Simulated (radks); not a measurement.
Task: The table gives one normalised radial function P(r) = r R(r) of O4+ in [He] 2s2 (r in bohr). Method: non-relativistic Kohn-Sham, SCAN, spin-unpolarised, spherical densities, point nucleus; meta-GGA in the generalised Kohn-Sham scheme; computed with a radial shooting solver on a logarithmic mesh with Libxc functionals.

r,P
0.008437,0.3414
0.01134,0.4484
0.01525,0.5844
0.0205,0.7535
0.02757,0.9576
0.03706,1.1939
0.04983,1.4507
0.067,1.7033
0.09007,1.9108
0.1211,2.0176
0.1641,1.9621
0.2207,1.7134
0.2967,1.2974
0.3989,0.8129
0.5363,0.3963
0.721,0.1431
0.9694,0.0334
1.303,0.0044
1.752,0.0003
2.356,0.0000
3.167,0.0000

Which n and l does it have? It may be an empty orbital.

Result: n = 1, l = 0: the number of nodes gives n - l - 1 = 0, the rise at small r (about r^(l+1)) gives l, and the extent must fit the shell. The curve is that of 1s. 1s: eigenvalue -625.39 eV, 0 radial nodes, <r> = 0.198 bohr, 90 % of the charge inside 0.354 bohr.
